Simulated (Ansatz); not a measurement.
`NCB(O)[SeH]` and `NCB(O)O` differ in one atom or group.

Ansatz, PBE0-D4/def2-TZVP geometries, multiplicity 1. Each molecule was computed in one conformer, which needn't be the lowest.

Scalar relativity is left out up to krypton.

| property | `NCB(O)[SeH]` |
| --- | --- |
| size of the dipole moment (B3LYP/def2-TZVPP) / D | 2.34 |
| HOMO–LUMO gap (B3LYP/def2-TZVPP) / eV | 6.01 |
| HOMO–LUMO gap (ωB97M-V/def2-TZVPP) / eV | 10.53 |
| HOMO energy (PBE0/def2-TZVPP) / eV | -6.65 |
| LUMO energy (PBE0/def2-TZVPP) / eV | -0.11 |
| HOMO energy (PBE/def2-TZVPP) / eV | -5.24 |

**Question.** What does the change do to each property? (Best estimate.)

**Answer.** The calculation gave: 
| property | `NCB(O)O` | shift |
| --- | --- | --- |
| size of the dipole moment (B3LYP/def2-TZVPP) / D | 1.68 | -0.66 |
| HOMO–LUMO gap (B3LYP/def2-TZVPP) / eV | 7.35 | 1.34 |
| HOMO–LUMO gap (ωB97M-V/def2-TZVPP) / eV | 11.67 | 1.14 |
| HOMO energy (PBE0/def2-TZVPP) / eV | -7.28 | -0.63 |
| LUMO energy (PBE0/def2-TZVPP) / eV | 0.65 | 0.76 |
| HOMO energy (PBE/def2-TZVPP) / eV | -5.79 | -0.55 |

With PBE0 the HOMO falls by 0.63 eV and the LUMO rises by 0.76 eV, so the gap widens by about 1.39 eV. PBE moves the HOMO by -0.55 eV and ωB97M-V by -0.70 eV. Dipoles are sizes alone; their direction can turn.

B3LYP here is the variant with VWN-RPA as its local correlation; programs differ in this.

Spin–orbit coupling is left out; it splits and shifts lone-pair levels of the heavy atoms by tenths of an eV.
